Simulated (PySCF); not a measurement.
Structure from 2D NMR

Compound of formula C6H14N2Si. Correlations simulated from computed shifts and the bond graph:

HSQC (one-bond C–H):
```csv
δH,δC
3.66,50.7
2.90,34.1
2.73,31.0
1.11,22.9
```

COSY cross peaks (H two or three bonds apart, from the bond graph; peaks can be absent where the dihedral angle is near 90°):
```csv
δH,δH
3.66,2.73
2.90,1.11
```

HMBC (two and three bonds, from the bond graph):
```csv
δH,δC
4.82,50.7
3.66,"156.8, 31.0"
2.90,"156.8, 31.0, 22.9"
2.73,"156.8, 50.7, 34.1"
1.11,"156.8, 34.1, 22.9"
```

Carbons without hydrogens: δ 156.8.

Gas phase, single conformer, non-relativistic, rapidly exchanging positions averaged. σ from GIAO-PBE0/pcSseg-1; GFN2-xTB geometry; PySCF.

Referencing at the same level of theory: TMS for 1H (σref 31.72), 13C (σref 186.93).

Exchangeable hydrogens are left out of these lists.

Work out the connectivity.

Answers

SMILES CC(C)C1=NN([SiH3])CC1.

Mapped SMILES: `[CH3:1][CH:2]([CH3:3])[C:4]1=[N:5][N:6]([SiH3:7])[CH2:8][CH2:9]1` (H(Xn): hydrogen on atom n).

δC 156.8 is C4, a C=N carbon. δC 50.7 is C8, an sp3 CH2 bonded to N (δH 3.66). δC 34.1 is C2, an sp3 CH (δH 2.90). δC 31.0 is C9, an sp3 CH2 in a ring (δH 2.73). δC 22.9 is C1/C3, a methyl carbon (δH 1.11). HMBC from δH 3.66 reaches the proton-free carbon C4. HMBC from δH 2.90 reaches the proton-free carbon C4. HMBC from δH 2.73 reaches the proton-free carbon C4. HMBC from δH 1.11 reaches the proton-free carbon C4. COSY links 3.66–2.73, 2.90–1.11.

This is the structure that produced the data.

Shifts are as computed. Against solution values, carbons near 30 ppm lie about +3 ppm off and those near 130 ppm about +5 ppm. Of 1211 compounds with measured shifts, 218 miss one by over three times the rms of a fit or turn the order of signals round; such compounds aren't used in these exercises.
